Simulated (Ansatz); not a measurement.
In₁₂Sb₁₁H₃₂⁻, a nanocrystal cut from zinc blende InSb (hydrogen-capped), relaxed as a singlet with RKS r2SCAN-D4/def2-SVP in Ansatz, starting from a model built from a lattice or polyhedron. Force threshold 0.03 eV/Å.

In the def2 sets In, Sb take a core potential; there is no spin–orbit coupling. Single mean-field runs in def2-SVP are fitted with def2-universal-jkfit.

Start:

```xyz
55

Sb    3.639   -0.969   -4.174
Sb   -0.413   -5.334    1.055
Sb    0.057   -2.011    4.189
Sb    4.114    2.340   -1.045
Sb    2.341    1.822    3.138
Sb    1.850   -1.487    0.024
Sb   -0.890   -0.874   -3.598
Sb   -2.703   -1.377    0.568
Sb   -0.392    2.414   -0.473
Sb   -2.215    1.936    3.706
Sb   -4.980    2.575    0.134
In    1.706   -4.252   -0.369
In    4.010   -0.457   -1.425
In    1.264    0.188   -5.030
In    2.213   -0.960    2.757
In   -2.806   -4.152    0.201
In   -2.345   -0.826    3.313
In    4.494    2.890    1.673
In    1.714    3.503   -1.912
In   -0.058    2.987    2.273
In   -0.529   -0.311   -0.861
In   -5.069   -0.212   -0.300
In   -2.797    3.649   -1.349
H     4.967   -0.312   -5.068
H     3.579   -2.680   -4.424
H    -0.482   -7.016    0.858
H    -0.207   -5.007    2.752
H     0.290   -1.683    5.901
H    -0.017   -3.693    3.965
H     5.437    2.992   -1.943
H     2.540    2.169    4.818
H    -0.943   -2.541   -3.835
H    -2.346   -0.137   -4.127
H    -2.010    2.261    5.391
H    -3.696    2.654    3.157
H    -4.732    2.906    1.797
H    -6.441    3.304   -0.418
H     3.206   -5.004    0.169
H     1.520   -4.601   -2.064
H     5.477   -1.173   -0.879
H     1.050   -0.128   -6.697
H     1.332    1.954   -4.821
H     3.714   -1.675    3.282
H    -4.147   -4.825    1.096
H    -3.027   -4.493   -1.501
H    -3.650   -1.497    4.224
H     5.978    2.155    2.251
H     4.541    4.618    1.942
H     1.803    5.237   -1.672
H     1.519    3.192   -3.611
H     0.015    4.728    2.522
H    -5.316   -0.569   -1.997
H    -6.384   -0.858    0.612
H    -3.033    3.301   -3.054
H    -2.742    5.340   -1.121
```

| step | energy (eV) | largest force component (eV/Å) | SCF passes |
| --- | --- | --- | --- |
| 1 | -134583.3527 | 1.463 | 21 |
| 2 | -134585.2900 | 0.851 | 24 |
| 3 | -134585.9213 | 0.293 | 21 |
| 4 | -134586.0889 | 0.111 | 20 |
| 5 | -134586.1870 | 0.106 | 20 |
| 6 | -134586.2351 | 0.102 | 19 |
| 7 | -134586.2668 | 0.100 | 20 |
| 8 | -134586.2871 | 0.161 | 20 |
| 9 | -134586.3012 | 0.179 | 20 |
| 10 | -134586.3139 | 0.156 | 19 |
| 11 | -134586.3250 | 0.111 | 20 |
| 13 | -134586.3423 | 0.145 | 20 |
| 15 | -134586.3677 | 0.197 | 19 |
| 17 | -134586.3774 | 0.187 | 19 |
| 19 | -134586.3849 | 0.048 | 19 |
| 21 | -134586.3897 | 0.042 | 20 |
| 23 | -134586.3927 | 0.042 | 20 |
| 25 | -134586.3947 | 0.044 | 20 |
| 27 | -134586.3957 | 0.031 | 19 |
| 29 | -134586.3985 | 0.021 | 20 |
| 31 | -134586.4008 | 0.029 | 20 |

Force components are those of the run's own axes.

End:

```xyz
55

Sb    3.456   -0.393   -3.966
Sb   -0.361   -5.099    0.376
Sb   -0.136   -1.841    4.084
Sb    4.069    2.524   -0.629
Sb    2.385    1.728    3.141
Sb    1.889   -1.462    0.080
Sb   -0.818   -0.775   -3.359
Sb   -2.849   -1.403    0.556
Sb   -0.376    2.642   -0.396
Sb   -2.021    1.818    3.682
Sb   -4.765    2.453   -0.253
In    2.001   -4.117   -0.961
In    4.139   -0.231   -1.135
In    1.073   -0.744   -5.551
In    2.367   -1.097    2.817
In   -3.123   -4.240    0.307
In   -2.774   -0.943    3.300
In    4.755    3.027    2.117
In    1.776    3.324   -2.157
In    0.123    3.223    2.296
In   -0.549   -0.158   -0.552
In   -5.337   -0.374   -0.414
In   -2.645    4.051   -1.407
H     4.261    0.924   -4.686
H     4.538   -1.561   -4.591
H    -0.375   -6.811    0.318
H     0.085   -5.042    2.024
H     0.037   -1.510    5.753
H    -0.193   -3.535    4.281
H     5.440    3.023   -1.526
H     2.405    1.959    4.838
H    -1.551   -2.315   -3.363
H    -2.218    0.057   -3.867
H    -1.713    1.961    5.359
H    -3.449    2.751    3.724
H    -4.713    2.787    1.421
H    -6.243    3.285   -0.489
H     3.364   -4.985   -0.336
H     1.591   -3.987   -2.646
H     5.588   -1.173   -0.942
H     1.110   -2.352   -6.190
H     0.797    0.721   -6.423
H     3.654   -1.928    3.629
H    -3.858   -4.844    1.761
H    -3.654   -4.622   -1.299
H    -3.976   -1.447    4.441
H     6.137    2.061    2.523
H     4.592    4.719    2.460
H     1.778    5.029   -2.469
H     1.696    2.121   -3.428
H     0.116    4.860    2.871
H    -5.463   -0.714   -2.108
H    -6.570   -0.716    0.759
H    -2.757    3.753   -3.112
H    -2.734    5.614   -0.662
```

By distances, no bond broke or formed. The bond that changes most is Sb10–In20, from 2.79 to 2.91 Å (atoms count from 1).

The force fell under the threshold at step 22, but the optimiser went on and released 0.009 eV more. No frequencies were taken in this run, so the end may be a saddle point.

Run time 2.6 min (11 threads of AMD EPYC 7R13 on a shared host and a whole NVIDIA H100 80GB HBM3), peak host memory 1.6 GiB.
